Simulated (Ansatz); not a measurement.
Ideal-gas functions of Cl2FSc (`[F][Sc]([Cl])[Cl]`) at 400 K and 1 bar, from an Ansatz frequency run at PBE0-D4/def2-TZVP.

Molar mass 134.86 g/mol, point group C2v (symmetry number 2), electronic degeneracy 1, moments of inertia 134.834, 282.593, 417.427 u Å². Harmonic wavenumbers (cm⁻¹, unscaled): 75, 96, 139, 382, 486, 721.

Use S(trans) = R[1.5 ln M + 2.5 ln T − 1.1517]; rotational temperatures θ = 24.2544 K / I; S(rot) = R[ln(√π/σ · √(T³/θAθBθC)) + 1.5]; for each mode x = 1.438777 ν̃/T, S = R[x/(eˣ − 1) − ln(1 − e⁻ˣ)] and H = RT x/(eˣ − 1); 1 cm⁻¹ = 0.0119627 kJ/mol; R = 8.31446 J/(mol·K).

By hand: the entropy, in J/(mol·K).

Translation 176.1. Rotation: θ = 0.1799, 0.0858, 0.0581 K, giving 115.4. Vibration, mode by mode: 19.23, 17.20, 14.16, 6.30, 4.65, 2.39, in all 63.9. Electronic 0.0. Sum 355.4 J/(mol·K).

By hand: H − E and G − E in kJ/mol, counted from the electronic energy.

Zero-point energy ½ × 1899 × 0.0119627 = 11.4; thermal vibration 11.7; translation, rotation and pV give 4 RT = 13.3. H − E = 36.4 kJ/mol, and G − E = 36.4 − 400 × 355.4/1000 = -105.8 kJ/mol.

Vibration gives 18 % of the entropy, 50.6 J/(mol·K) of it from the modes under 150 cm⁻¹: soft modes count most, and the harmonic formula is weakest for them.
